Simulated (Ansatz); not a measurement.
BeHI (SMILES [BeH][I]), charge 0, multiplicity 1, relaxed at each level with Ansatz (an electronic-structure program); harmonic frequencies from differences of analytic forces, average atomic masses, frozen cores. Elements past Kr take the def2 small-core potentials, without spin–orbit coupling.

```csv
level,harmonic frequencies (cm⁻¹),ZPE (eV),cost over HF/def2-TZVPP (rough)
HF/def2-TZVPP,522 522 601 2237,0.241,×1
B3LYP/def2-TZVPP,501 501 596 2181,0.234,×1
wB97X-V/def2-TZVPP,501 501 608 2182,0.235,×3
MP2/def2-TZVPP,504 504 598 2208,0.236,×2
CCSD(T)/def2-SVP,478 478 590 2205,0.233,×1
CCSD(T)/def2-TZVPP,499 499 592 2170,0.233,×7
```
